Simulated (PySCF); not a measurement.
Species: C3H10O2Si2.
Cartesian coordinates in Å at the GFN2-xTB level; atoms count from 1:
```
atom  x, y, z in Å
C1     2.7011    0.4712   -0.8028
C2     1.9251    0.1099    0.4346
O3     2.4118   -0.2391    1.4762
O4     0.6164    0.2288    0.2679
Si5   -0.4672   -0.0761    1.4992
C6    -2.1106    0.1948    0.5986
Si7   -1.9720    0.5467   -1.2680
H8     2.7971    1.5553   -0.8438
H9     2.1641    0.1404   -1.6874
H10    3.6928    0.0306   -0.7636
H11   -0.2758   -1.4473    1.9627
H12   -0.2167    0.8885    2.5680
H13   -2.7422   -0.6790    0.7514
H14   -2.6411    1.0197    1.0717
H15   -1.2438    1.7934   -1.5099
H16   -3.3319    0.6874   -1.8052
H17   -1.3139   -0.5638   -1.9595
```

Theory: TDDFT CAM-B3LYP/def2-SVPD, vertical, gas phase, core orbitals frozen in the response in PySCF 2.14.0, density-fitted response routines. GFN2-xTB frequencies show an imaginary mode (33i cm⁻¹), so this geometry is no minimum at that level.

Transition dipole moments from the ground state, in atomic units and in the frame of the coordinates above (overall signs are arbitrary), for the states with f of 0.002 or more among the lowest 8:

| state | E (eV) | μx | μy | μz |
| --- | --- | --- | --- | --- |
| S2 | 7.649 | 0.438 | 0.018 | -0.057 |
| S3 | 7.964 | -0.407 | 0.054 | -0.369 |
| S4 | 8.089 | -0.255 | 0.088 | -0.396 |
| S5 | 8.140 | 0.128 | 0.265 | 0.108 |
| S6 | 8.247 | 0.761 | -0.126 | 0.187 |
| S7 | 8.350 | 0.014 | -0.148 | -0.044 |
| S8 | 8.542 | 0.421 | 0.057 | 0.019 |

Task: What oscillator strength does each state have?

Result: f = (2/3) ΔE |μ|² with ΔE in hartree (27.2114 eV).

```csv
state,|μ|² (au),|μ| (D),f
S2,0.195,1.12,0.037
S3,0.304,1.40,0.059
S4,0.229,1.22,0.045
S5,0.098,0.80,0.020
S6,0.630,2.02,0.127
S7,0.024,0.39,0.005
S8,0.181,1.08,0.038
```

Task: Which bond between heavy atoms lies closest to the direction of the S6 transition dipole?

Result: C2–O4, at 8° from it; next Si5–C6 at 15°.

Task: What angle do the transition dipoles of S2 and S4 make?

Result: |cos θ| = |μa·μb| / (|μa| |μb|) = 0.41, so θ ≈ 66° (taken between 0 and 90°, since the signs are arbitrary).

Task: What peak molar absorption coefficient would the strongest computed level give as a lone Gaussian band 0.5 eV wide at half height?

Result: ε(max) = 2.175×10⁸ f / FWHM, with the width in cm⁻¹. S6: 2.175×10⁸ × 0.1273 / 4033 ≈ 6900 L mol⁻¹ cm⁻¹.

One conformer stands for the species.
